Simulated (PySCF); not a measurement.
## C₆ coefficients of unlike pairs at PBE

Calculated with PySCF 2.14 from the dipole response of each species, C₆(A,B) = (3/π) ∫ α_A(iu) α_B(iu) du, in atomic units, from isotropic polarisabilities. For ions this is the dispersion term alone; charge-induced terms of lower order in 1/R come first.

```csv
species,configuration,basis,relativity,α (bohr³),C₆ (like pair)
Al,[Ne] 3s2 3p1 (2P),def2-QZVPPD (10s6p5d2f1g),none,64.20,567.3
Tc⁺,[Kr] 4d5 5s1 (7S),dyall-av2z (22s15p11d2f),none,37.11,268.9
Mo⁺,[Kr] 4d5 (6S),aug-cc-pVDZ-PP with ECP28MDF (5s5p4d2f),core potential,21.44,138.6
Hf,[Xe] 4f14 5d2 6s2 (3F),"aug-cc-pVTZ-PP with one added diffuse shell each of s, p, d, f, g type with ECP60MDF (7s7p6d4f3g)",core potential,101.7,1356
```

Estimate C₆ for Mo⁺ with Tc⁺.

The integral gives 189.5. The combination rule 2 C_A C_B / (C_A α_B/α_A + C_B α_A/α_B) gives 188.6 and the geometric mean 193.0.

No spin-orbit coupling is included.

The other pairs:

| pair | C₆ |
| --- | --- |
| Mo⁺, Al | 255.8 |
| Hf, Tc⁺ | 590.4 |
| Hf, Mo⁺ | 399.5 |
| Hf, Al | 876.0 |
| Tc⁺, Al | 379.8 |
